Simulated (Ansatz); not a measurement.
Input file for `[OH][Al]1[O]C[SiH2]1`:

```yaml
crystal:
  periodic: [false, false, false]
  atoms:
    - {symbol: O, position_ang: [-2.908556, 0.481602, 0.143669]}
    - {symbol: Al, position_ang: [-1.251573, 0.189602, 0.061840]}
    - {symbol: O, position_ang: [-0.529448, -1.369909, -0.018000]}
    - {symbol: C, position_ang: [0.886155, -1.112271, -0.072612]}
    - {symbol: Si, position_ang: [1.062826, 0.811927, -0.020774]}
    - {symbol: H, position_ang: [-3.327148, 1.338284, 0.188383]}
    - {symbol: H, position_ang: [1.303161, -1.538582, -0.990997]}
    - {symbol: H, position_ang: [1.381367, -1.593477, 0.777250]}
    - {symbol: H, position_ang: [1.786044, 1.333489, 1.172385]}
    - {symbol: H, position_ang: [1.680172, 1.408234, -1.238147]}
basis:
  gaussian: {orbitals: def2-TZVPP}
correlation: {method: ccsd_t}
```

```sh
$ ansatz run in.yaml --threads 4 --pin off --events-out ev --progress --plain --max-ram 10444MiB
```

Log, shortened:

```
Functional definition: HF
1479 factors; integrals over basis functions are off by at most 9.4e-4 eV
mean field evaluation 1: about -19627.1767 eV, gradient 5.5e1 eV
mean field evaluation 2: about -19627.4462 eV, gradient 5.5e1 eV
mean field evaluation 4: about -19633.6213 eV, gradient 4.3e0 eV
mean field evaluation 8: about -19633.7324 eV, gradient 4.5e-1 eV
mean field evaluation 16: about -19633.7336 eV, gradient 1.6e-6 eV
mean field -19633.73361687 eV, -721.5264021972 hartree, gradient 1.6e-6 eV, S^2 0.000000; 0 other end points of the search recorded, 0 dependent functions left out
13 core orbitals not correlated: weight in the atoms' cores, before any rotation towards them, 1.000 or more for the frozen orbitals, at most 0.000 for the correlated occupied ones
reference -19633.73361687 eV, -721.5264021972 hartree; 14, 14 occupied and 220, 220 virtual orbitals, 1479 factors
second order -22.85298388 eV of doubles, -0.00000000 eV of singles
cycle   1  -23.01283946 eV  change   -1.6e-1 eV  update   1.2e-1
cycle   2  -23.59545675 eV  change   -5.8e-1 eV  update   3.7e-2
cycle   3  -23.75321238 eV  change   -1.6e-1 eV  update   2.1e-2
cycle   4  -23.73719155 eV  change    1.6e-2 eV  update   5.6e-3
cycle   5  -23.73396789 eV  change    3.2e-3 eV  update   2.9e-3
cycle   6  -23.73547778 eV  change   -1.5e-3 eV  update   9.7e-4
cycle   7  -23.73495896 eV  change    5.2e-4 eV  update   4.2e-4
cycle   8  -23.73481756 eV  change    1.4e-4 eV  update   1.3e-4
cycle   9  -23.73490204 eV  change   -8.4e-5 eV  update   5.6e-5
cycle  10  -23.73491304 eV  change   -1.1e-5 eV  update   2.0e-5
perturbative correction -0.94664894 eV, -0.0347887069 hartree
Total energy: -19658.41517884 eV, -722.4334328701 hartree
```

Run time 2.1 min (4 threads of an Arm Neoverse V1 on a shared host); peak host memory 4.9 GiB.

Correlation energy per correlated electron: -0.881 eV. T1 diagnostic: 0.0149.
